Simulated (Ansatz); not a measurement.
A made-up structure of CH2OZn, closed shell:

O1  (-0.511, -1.490, 1.187)
C2  (-0.686, -0.685, 0.113)
Zn3  (0.828, 0.930, -0.253)
H4  (-1.686, -0.891, -0.615)
H5  (2.055, 2.135, -0.431)
(Å)

It is relaxed with PBE-D4/def2-SVP and then PBE0-D4/def2-TZVP (Ansatz 0.2.0). Atoms count as bonded within 1.22 times the sum of their covalent radii (H–H: 0.88 Å). The end point is not checked to be a true minimum.

Question: Does its bonding change? (Judge from chemistry; the calculation decides.)

Answer: The calculation gives: No: no bond forms or breaks.

Where it ends: The first stage lowers the energy by 1.09 eV in 8 steps. It ends as CH₂OZn ([O][CH][ZnH]):
O1  (-0.456, -1.330, 1.060)
C2  (-0.612, -0.611, 0.101)
Zn3  (0.739, 0.831, -0.227)
H4  (-1.506, -0.796, -0.549)
H5  (1.835, 1.906, -0.385)
(Å)

Labels in which every atom is bracketed show which atoms are joined, not bond orders.

For scale, one of the runs: PBE0-D4/def2-TZVP relaxation, 122 basis functions, launched by `ansatz run in.yaml --threads 2 --pin off --events-out ev --progress --plain --max-ram 4352MiB`. The run took about 19 s on 2 CPU threads of an Arm Neoverse V1 (shared host).
